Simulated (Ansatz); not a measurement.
C2H9BGe can be A, `B[CH2][GeH2][CH3]`, or B, `[BH2][GeH]([CH3])[CH3]`.

Program: Ansatz. Geometries: PBE0-D4/def2-TZVP. ΔE: electronic, gas phase. CCSD(T)/CBS adds triple-zeta CCSD(T) − MP2 to the extrapolated MP2 energy (def2 sets, frozen cores). Functionals use def2-TZVPP. B3LYP here is the variant with VWN-RPA as its local correlation; programs differ in this. For Ge outer-core shells are correlated without core-valence functions, which leaves a few kJ/mol of doubt a bond. Scalar relativity is left out up to krypton. Each species was taken in one conformer, which may not be the lowest.

A:

```xyz
13

B     1.169    0.736   -1.503
C     0.642   -0.628   -1.082
Ge    0.275   -0.084    0.817
C    -1.648   -0.127    1.133
H     0.412    1.600   -1.852
H     2.334    1.001   -1.402
H    -0.327   -0.943   -1.470
H     1.346   -1.457   -1.031
H     0.810    1.343    1.072
H     1.041   -1.043    1.745
H    -2.031   -1.137    0.987
H    -1.875    0.193    2.150
H    -2.149    0.545    0.434
```

B:

Z-matrix (Å, degrees):
```
Ge
C 1 1.962
C 1 1.962 2 109.5
B 1 2.059 2 113.6 3 128.2
H 1 1.555 2 107.7 3 -116.7
H 2 1.091 1 110.5 3 177.8
H 2 1.091 1 110.4 3 57.5
H 2 1.091 1 110.4 3 -62.3
H 3 1.092 1 110.4 2 62.2
H 3 1.091 1 110.4 2 -57.6
H 3 1.091 1 110.5 2 -177.8
H 4 1.197 1 121.3 2 -154.6
H 4 1.197 1 121.3 2 27.9
```

(1) Which isomer does CCSD(T)/CBS put lower? Give the gap. (Best estimate.)

(2) Give E(B) − E(A) in kcal/mol with PBE-D4, CCSD/def2-TZVPP, r2SCAN-D4, B3LYP, B3LYP-D4, PBE0-D4, B2PLYP. (An estimate is asked.)

Largest T1 diagnostic: 0.011.

Results:

(1) The calculation gave: A, by 9.8 kcal/mol.

(2) Ansatz gave: PBE-D4 10.8, CCSD/def2-TZVPP 9.2, r2SCAN-D4 11.0, B3LYP 9.6, B3LYP-D4 10.0, PBE0-D4 10.6, B2PLYP 10.1. None reverses the order clearly.

In def2-TZVPP, CCSD(T) changes the Hartree–Fock value by +1.8 kcal/mol (the triples alone add +0.6 kcal/mol) and MP2 by +3.0 kcal/mol.
